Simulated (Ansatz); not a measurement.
Ag4O3⁻. Charge -1, multiplicity 2. Geometry PBE-D4/def2-SVPD; atoms count from 1.

Cartesian coordinates in Å:
```
Ag -1.703 -0.035 2.223
Ag -1.348 -0.747 -0.344
Ag 0.992 0.711 0.778
Ag 0.784 -0.275 -1.942
O 2.184 0.720 -0.893
O 0.049 0.854 2.555
O -0.957 -1.228 -2.376
```

In the def2 sets Ag takes a core potential; there is no spin–orbit coupling. The charge -1 doublet is spin-contaminated (final ⟨S²⟩ up to 1.12, 0.75 for a pure state). Another isomer (doublet) lies 1.09 eV lower at PBE0-D4/def2-TZVPD; other spin states weren't run for this one.

**Question.** Estimate the Mulliken populations from the PBE0/def2-TZVPD orbitals of Ansatz.

**Answer.** 
```csv
atom,charge (e),spin (α − β),d electrons
Ag1,0.20,0.16,9.79
Ag2,0.33,-0.11,9.86
Ag3,0.40,0.00,9.67
Ag4,0.52,0.03,9.63
O5,-0.72,0.77,–
O6,-0.83,-0.34,–
O7,-0.90,0.48,–
```
Mulliken values depend strongly on the basis. With diffuse functions, as here, like atoms can get unlike values, and bond orders can come out too low or too high.

**Question.** Where does the spin sit?

**Answer.** Summed by element: Ag 0.08, O 0.92, of 1 unpaired in all. Largest on single atoms: O5 0.77, O7 0.48, O6 -0.34.

**Question.** And the Mayer bond orders between heavy atoms (over 0.3)?

**Answer.** Ag1–Ag2 0.34 (2.69 Å); Ag1–O6 0.72 (1.99 Å); Ag2–O7 0.49 (2.12 Å); Ag3–O5 0.37 (2.05 Å); Ag3–O6 0.45 (2.02 Å); Ag4–O5 0.37 (2.01 Å); Ag4–O7 0.48 (2.03 Å).
